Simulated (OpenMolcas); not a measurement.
# Mo2+: moving or changing the point charges

Mo2+ among 6 point charges of -1 e arranged as a tetragonal octahedron (D4h), 2 Å from the ion, with the axial distance 2.020 Å. The active orbitals were held to one l.

| Quantity | Value |
| --- | --- |
| Program | OpenMolcas |
| Method | CASSCF |
| Basis | ANO-RCC-VTZP [7s6p4d2f1g] |
| Scalar Hamiltonian | DKH2, point nucleus |
| Active space | 4 electrons in 5 orbitals (4d) |
| State averaging | 2S+1 = 5 even, 5 roots; 2S+1 = 3 even, 45 roots; 2S+1 = 1 even, 50 roots |
| Spin-orbit coupling | state interaction with AMFI integrals over the reference wave functions |

Runs around this geometry, states (labels of D4, the rotations of D4h). Energies in cm-1 above the lowest state or level, χT in cm3 K/mol.

| R (Å) | Axial / equatorial distance | Ground state | First state of that spin | First gap with spin-orbit (degeneracies) | χT at 300 K | First state of another spin |
| --- | --- | --- | --- | --- | --- | --- |
| 2 | 0.93 | 5A1 | 5B1 3942 | 28.7 (1, 2) | 2.808 | 3A2 7634 |
| 1.87 | 1.01 | 5B1 | 5A1 572.1 | 18.3 (1, 1) | 2.756 | 3E 4862 |
| 2 | 1.01 | 5B1 | 5A1 485.8 | 11.5 (1, 1) | 2.736 | 3E 8092 |

Taking the first state of the same spin as R^-n, n = -ln(485.8 / 572.1) / ln(2 / 1.87) = 2.4 between the shortest and longest distance.

The ground state changes within this set.

Without dynamic correlation the repulsion within the d shell is too large (B by tens of per cent), so at a given field states of lower spin stand too high. This shell can be high or low spin here, a state of another spin lies low, and with metal d orbitals alone active their balance is uncertain, so the ground spin may be wrong. Point charges give a weaker field than real ligands, and real ions of this kind are as a rule low spin; the high spin found here belongs to the model. This is an electrostatic model: the charges have no orbitals. No measured value stands beside these numbers.
